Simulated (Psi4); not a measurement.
Complex: C2H2 (SMILES C#C) (first 4 atoms) with CH2F2 (SMILES FCF); geometry from B3LYP-D3(BJ)/def2-TZVP.
(charge 0, multiplicity 1):
```tsv
atom	x (Å)	y (Å)	z (Å)
C	0.5992	0.0170	-0.6972
C	-0.3521	-0.0636	0.0254
H	1.4373	0.0858	-1.3471
H	-1.1855	-0.1347	0.6829
F	-1.0753	0.1558	3.1391
C	0.2511	0.1283	3.4735
F	0.4881	-1.0070	4.1848
H	0.4626	0.9913	4.1062
H	0.8374	0.1017	2.5547
```

Level of theory: SAPT0/jun-cc-pV(D+d)Z run with Psi4.

Question: Give the four SAPT terms and the total, and say what mostly holds the pair together.

Answer: electrostatics -12.0, exchange 10.5, induction -1.8, dispersion -4.7, total -7.9 kJ/mol; the largest attraction is electrostatics.
